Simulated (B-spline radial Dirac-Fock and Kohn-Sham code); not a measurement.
Relativistic shifts of the levels of Tc¹⁸⁺

System: Tc¹⁸⁺, configuration [Ar] 3d7.

Both columns are ΔSCF binding energies of the configuration average from a radial atomic solver: non-relativistic Hartree-Fock with a point nucleus, and Dirac-Fock with a finite nucleus and the Coulomb interaction alone, averaged over the two j levels with weights 2j+1.

| shell | Hartree-Fock (eV) | Dirac-Fock (eV) | shift (eV) | shift (%) |
| --- | --- | --- | --- | --- |
| 1s | 21141.0 | 21688.8 | +547.79 | +2.59 |
| 2s | 3495.5 | 3627.9 | +132.36 | +3.79 |
| 2p | 3259.9 | 3297.3 | +37.39 | +1.15 |
| 3s | 1029.0 | 1058.5 | +29.56 | +2.87 |
| 3p | 935.5 | 945.4 | +9.89 | +1.06 |
| 3d | 779.4 | 777.0 | -2.34 | -0.30 |

Relativity binds 1s, 2s, 2p, 3s, 3p more strongly, among those listed most of all 2s in relative terms, and 3d more weakly, because the contracted s and p shells screen the nucleus better.

Values without a named source are computed, but for edge energies of neutral atoms, which are taken from tables.
